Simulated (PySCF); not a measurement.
C3H8O2SSi, SMILES C(SC)[SiH2]C(=O)O at its GFN2-xTB optimised geometry (Å):

```
15

C      1.4213    -2.0052     0.0000
S     -0.3913    -2.0052     0.0000
C     -0.7216    -0.2092     0.0000
Si    -0.2407     0.6220     1.6405
C     -0.8684     2.4331     1.5846
O     -1.3000     3.0326     0.6330
O     -0.7587     2.9997     2.7917
H      1.7301    -3.0326    -0.1628
H      1.7935    -1.6512     0.9565
H      1.7815    -1.3773    -0.8098
H     -0.2143     0.2168    -0.8657
H     -1.7935    -0.1315    -0.1789
H      1.2153     0.7002     1.8111
H     -0.8640    -0.0458     2.7812
H     -1.0671     3.9236     2.7749
```

Calculation: PySCF with CAM-B3LYP/def2-TZVP. Cells within 0.4 Å of a nucleus heavier than hydrogen are left out (blank, or x).

Map of the deformation density (molecule minus spherical neutral atoms) (e/bohr³) on the plane z = 0.0 Å:

```
|222222222222222222222222222|
|222222222222222222222222222|
|222222222222222222222222222|
|222222222222222222222222222|
|222222222222222222222222222|
|222222222222222222222222222|
|222222222342222222222222222|
|222222222232222222222222222|
|222222222222222222222222222|
|222222222221112222222222222|
|222222222211111222222222222|
|222222221111111222222222222|
|222222211221321122222222222|
|22222221188xx21122222222222|
|22222221167xx11111222222222|
|222222211224521111122222222|
|222222221113411112212222222|
|222222222100x034x5112222222|
|222222222112x355xx012222222|
|222222222224202269312222222|
|222222222222101149312222222|
|222222222222211111112222222|
|222222222222222211122222222|
|222222222222222222222222222|
|222222222222222222222222222|
|222222222222222222222222222|
|222222222222222222222222222|
```
Scale: ten equal steps from -0.026 (start of '0') to 0.086 (end of '9'), in the order '0123456789'; x runs from -5.50 to 5.50, y from -5.50 (bottom) to 5.50 (top).
